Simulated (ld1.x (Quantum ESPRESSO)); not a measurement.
**chlorine, TM: configuration errors across variants**

- Element: Cl
- Generator: ld1.x (Quantum ESPRESSO) 7.5
- Type: norm-conserving Troullier–Martins (Kleinman–Bylander form)
- Functional: PBE
- Relativity: non-relativistic
- Frozen core: [Ne]
- Valence charge: 7
- Reference configuration: 3s2 3p5
- Partial waves: 3p (bound): rc 1.25 bohr; 3d channel at 0.05 Ry: rc 1.20 bohr; 3s (bound): rc 1.30 bohr
- Local potential: the s channel
- Core correction: none

All-electron excitation energies from the reference (eV): (1) 3s2 3p4 13.890; (2) 3s2 3p3 39.349; (3) 3s2 3p2 77.663; (4) 3s2 3p4.5 5.590; (5) 3s1 3p6 11.973; (6) 3s2 3p5.3 -2.142; (7) 3s1 3p5 26.408.

Errors AE − PS in meV (a dash: test not solved or not reliable):

```csv
change,(1),(2),(3),(4),(5),(6),(7),bound ghosts
base,+3.3,+21,+72,+0.6,+0.3,+0.1,+5.8,none
"all radii scaled by about 0.77 (s 1.00, p 0.96, d 0.94 bohr)",+5.2,+31,+93,+1.1,+4.4,+0.2,+13,none
"all radii scaled by about 0.82 (s 1.06, p 1.02, d 0.98 bohr)",+4.2,+25,+78,+0.9,+1.9,+0.2,+9.6,none
"all radii scaled by about 0.93 (s 1.22, p 1.16, d 1.12 bohr)",+3.3,+21,+70,+0.7,+1.3,+0.1,+7.4,none
"all radii scaled by about 1.07 (s 1.38, p 1.34, d 1.28 bohr)",+3.4,+22,+77,+0.7,-0.1,+0.1,+4.9,none
"all radii scaled by about 1.15 (s 1.50, p 1.44, d 1.38 bohr)",+4.6,+29,+96,+0.9,+0.6,+0.2,+5.3,none
"all radii scaled by about 1.23 (s 1.60, p 1.54, d 1.48 bohr)",+5.7,+35,+112,+1.1,+1.7,+0.2,+6.4,none
"all radii scaled by about 1.32 (s 1.72, p 1.66, d 1.58 bohr)",+8.2,+47,+144,+1.7,+3.5,+0.4,+8.7,none
```

Give the same row for: all radii scaled by about 1.38 (s 1.80, p 1.72, d 1.66 bohr).

+10, +59, +173, +2.2, +4.2, +0.5, +9.8; bound ghosts: none.
